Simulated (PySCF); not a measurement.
Molecule: `CCN1[SiH2]N[Si@@H]1N`, C₂H₁₁N₃Si₂.

Bonds (- single, = double, # triple, : aromatic): C1-C2, C2-N3, N3-Si4, Si4-N5, N5-Si6, Si6-N7, Si6-N3. C1 carries H8, H9, H10; C2 carries H11, H12; Si4 carries H13, H14; N5 carries H15; Si6 carries H16; N7 carries H17, H18. Stereochemistry as in CCN1[SiH2]N[Si@@H]1N. H14 is cis to N7 on the ring; H11 is pro-R; H12 is pro-S; H13 is trans to N7 on the ring.

Frames of a GFN2-xTB Langevin trajectory at 300 K; GIAO PBE0/pcSseg-1 shieldings in PySCF 2.14, gas phase, non-relativistic; equivalent atoms averaged within each frame.

References, each an isolated molecule treated in the same way: ¹³C (σref 186.93), ²⁹Si (σref 349.16), ¹H (σref 31.72) against TMS; ¹⁵N (σref 267.73) against NH3. The references are static minima.

How do the shifts (ppm) fluctuate along the trajectory?

Answers


| time (fs) | C2 | C1 | N3 | N7 | N5 | Si4 | Si6 | H16 | H14 | H13 |
| --- | --- | --- | --- | --- | --- | --- | --- | --- | --- | --- |
| 250 | 40.4 | 23.6 | 49.4 | 42.1 | 36.7 | -23.4 | -26.1 | 5.93 | 5.34 | 5.30 |
| 425 | 44.1 | 23.4 | 57.2 | 36.1 | 46.9 | -35.9 | -33.4 | 5.24 | 6.21 | 6.03 |
| 625 | 43.8 | 26.1 | 76.2 | 40.1 | 29.9 | -32.8 | -27.9 | 5.04 | 5.92 | 5.60 |
| 800 | 36.2 | 24.8 | 55.8 | 42.9 | 40.3 | -37.1 | -37.1 | 6.43 | 4.83 | 5.68 |
| 1000 | 37.7 | 21.0 | 67.5 | 46.1 | 37.8 | -30.0 | -29.3 | 5.17 | 5.80 | 5.96 |
| mean of frames | 40.4 | 23.8 | 61.2 | 41.5 | 38.3 | -31.8 | -30.8 | 5.56 | 5.62 | 5.71 |
| standard deviation | 3.5 | 1.9 | 10.6 | 3.7 | 6.2 | 5.5 | 4.4 | 0.60 | 0.54 | 0.29 |

5 frames give an uncertainty of the mean of about the standard deviation over 2.2 at best, since frames this close in time may not be independent; classical motion lacks zero-point vibration, and the reference would need the same averaging.
